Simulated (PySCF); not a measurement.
## Radial density of Fe⁺ (iron, charge +1)

UHF, [Ar] 3d7, high-spin 4F determinant (an excited configuration). All numbers are calculated (PySCF 2.14, the spin-free X2C one-electron Hamiltonian (Gaussian nucleus), in aug-cc-pVQZ-DK (9s8p6d4f3g2h, 140 functions)).

```
r (bohr)  4πr²ρ (e/bohr)  4πr²(ρα − ρβ)
0.000995          0.2120         0.0000
 0.00167          0.5349         0.0000
 0.00281           1.323        -0.0001
 0.00473           3.164        -0.0002
 0.00796           7.136        -0.0004
  0.0134           14.52        -0.0008
  0.0225           24.70        -0.0012
  0.0379           31.32        -0.0011
  0.0637           27.18         0.0006
   0.107           25.49         0.0155
   0.180           34.86         0.1484
   0.303           21.58         0.8021
   0.510           13.82         2.1665
   0.858           15.27         2.5410
    1.44           4.719         1.1893
    2.43          0.6672         0.1961
    4.08         0.03964         0.0043
    6.87       0.0001889        -0.0001
```

Densities and radii are taken from the X2C orbitals without a picture-change correction, which distorts them close to the nucleus.
